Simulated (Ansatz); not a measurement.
A structure relaxed at r2SCAN-D4/def2-TZVP in Ansatz, charge 1, singlet:

| atom | x (Å) | y (Å) | z (Å) |
| --- | --- | --- | --- |
| As1 | -0.8295 | -0.9250 | 0.5179 |
| As2 | -0.1484 | 0.3972 | -1.2776 |
| As3 | 0.9778 | 0.5278 | 0.7597 |

(1) Give its formula and point group.

(2) Summarise the bond lengths by kind (pairs closer than 1.2 times the sum of covalent radii, bridged metal pairs left out).

Answers

(1) As₃⁺ (the lowest singlet isomer of a short search). Point group D3h (tolerance 0.1 Å).

(2) 3 × As–As 2.33 Å.

The structure comes from a short search, and lower isomers may exist.
